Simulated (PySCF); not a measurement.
## Optical rotation: `F[C@@H]1C[C@@H]1[C@@H](F)Br`, C$_{4}$H$_{5}$BrF$_{2}$

Geometry (Å), atoms numbered from 1 in this order:
```xyz
12

F    -0.492    1.698    0.964
C    -0.933    0.883   -0.031
C    -1.197   -0.543    0.312
C     0.005   -0.177   -0.526
C     1.365   -0.284    0.094
F     1.806   -1.567    0.084
Br    2.668    0.788   -0.920
H    -1.560    1.437   -0.718
H    -1.017   -0.845    1.333
H    -2.022   -1.047   -0.164
H    -0.017   -0.419   -1.582
H     1.396    0.075    1.128
```

Theory: TDDFT BHandHLYP/def2-SVPD circular dichroism and optical rotation, one conformer, gas phase in PySCF 2.14.0. Geometry: GFN2-xTB.

The molecule is flexible and this is one conformer; a measurement averages over conformers. The calculation is non-relativistic, which matters for the atoms heavier than Zn. States above about 9.4 eV (minus the energy of the highest occupied orbital) lie near or above the ionisation threshold and depend on the basis.

Stereocentres: C2 R, C4 S, C5 S.

Give the optical rotatory dispersion at 633, 589.3, 546, 436, 405, 365, 355 nm.

[α] in deg dm⁻¹ (g/mL)⁻¹:
| λ (nm) | origin-invariant length gauge | modified velocity gauge | length gauge (centre of mass) | isotropic polarisability (au) |
| --- | --- | --- | --- | --- |
| 633 | -66.1 | -77.9 | -65.8 | 69.4 |
| 589.3 | -77.3 | -91.1 | -76.9 | 69.6 |
| 546 | -91.6 | -107.9 | -91.2 | 69.9 |
| 436 | -154.0 | -181.2 | -153.4 | 71.1 |
| 405 | -184.2 | -216.6 | -183.5 | 71.6 |
| 365 | -239.3 | -281.2 | -238.4 | 72.5 |
| 355 | -257.2 | -302.2 | -256.3 | 72.8 |

And for the mirror image at 589.3 nm?

+77.3 deg dm⁻¹ (g/mL)⁻¹ (origin-invariant length gauge): the same size and the opposite sign.

What is the molar rotation [Φ] = [α]·M/100 of the geometry above at 589.3 nm?

With M = 170.99 g/mol, -132.1 deg cm² dmol⁻¹ (origin-invariant length gauge).

The first excitation lies at 6.28 eV (197 nm) with R = -2.0 × 10⁻⁴⁰ esu² cm² (velocity form).
